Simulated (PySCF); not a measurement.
C3H7F2O2Si (doublet state).
Z-matrix (Å and degrees, GFN2-xTB geometry), rows numbered from 1:
```
F 
C   1  1.3646
F   2  1.3430  1  105.32
O   2  1.3414  1  112.05  3  -118.39
C   4  1.4581  2  114.68  1   -87.94
C   5  1.4759  4  112.94  2    58.42
O   6  1.3340  5  117.48  4   -90.84
Si  7  1.6408  6  133.70  5   160.90
H   2  1.1073  1  106.64  3   115.25
H   5  1.0964  4  108.00  2   -63.64
H   5  1.0900  4  102.77  2   179.26
H   6  1.0771  5  120.70  4    69.81
H   8  1.4648  7  109.43  6    58.66
H   8  1.4540  7   97.84  6   177.62
H   8  1.4607  7  109.93  6   -62.00
```

The hyperfine couplings belong to this conformer and change with its torsions.

Identity: `[SiH3]O[CH]COC(F)F` [radical].

The calculation used UKS B3LYP, pcH-1 on C F H O Si, non-relativistic, mean-field spin-orbit, GIAO (PySCF). The structure is a single GFN2-xTB conformer in the gas phase; no vibrational or solvent corrections. Couplings are sensitive to structure, and on GFN2-xTB geometries they can be far from those on DFT ones. No stability test was run, so a lower SCF solution isn't excluded.

Task: Where do the isotropic ENDOR lines of C6, C5, C2, F1/F3, H12, H10/H11, H13/H14/H15 and Si8 fall at 3353.0 mT, to first order?

Result: For S = 1/2 in fast tumbling each set of equivalent nuclei gives two lines, ν± = |νn ± a/2| to first order, with νn = g_N μN B/h and μN/h = 7.62259 MHz/T.

| nuclei | isotope | g_N | νn (MHz) | a_iso (MHz) | lower line (MHz) | upper line (MHz) |
| --- | --- | --- | --- | --- | --- | --- |
| C6 | 13C | 1.4048 | 35.91 | 112.18 | 20.19 | 92.00 |
| C5 | 13C | 1.4048 | 35.91 | -2.29 | 34.76 | 37.05 |
| C2 | 13C | 1.4048 | 35.91 | -1.89 | 34.96 | 36.85 |
| F1/F3 | 19F | 5.2577 | 134.38 | 14.13 | 127.31 | 141.45 |
| H12 | 1H | 5.5857 | 142.76 | -52.46 | 116.53 | 168.99 |
| H10/H11 | 1H | 5.5857 | 142.76 | 15.16 | 135.18 | 150.34 |
| H13/H14/H15 | 1H | 5.5857 | 142.76 | 5.94 | 139.79 | 145.73 |
| Si8 | 29Si | -1.1106 | 28.38 | 1.06 | 27.85 | 28.92 |

The rows for 13C and 29Si, of low natural abundance, apply to labelled samples.

Task: Which pairs are centred on the nuclear Larmor frequency, and which on half the coupling?

Result: Centred on νn, since |a| < 2νn: C5, C2, F1/F3, H12, H10/H11, H13/H14/H15 and Si8. Centred on |a|/2 and split by 2νn: C6.

Means are taken over nuclei equivalent by connectivity, which assumes that they swap fast. The three 1H nuclei of mean +5.9 MHz run from -3.0 to 13.0 MHz in the frozen geometry. The 19F value of +14.1 MHz is a mean of couplings from 3.7 to 24.5 MHz in this one geometry, not an average over conformers. The 1H value of +15.2 MHz is a mean of couplings from 6.9 to 23.5 MHz in this one geometry, not an average over conformers.

Largest spin populations (Mulliken): C6 (+0.88) and O7 (+0.10). C6 is the only atom above +0.15. The angles at C6 add up to 357.1°, so it is nearly planar; its axial dipolar tensor and the negative coupling of its proton fit spin in a p orbital normal to that plane.
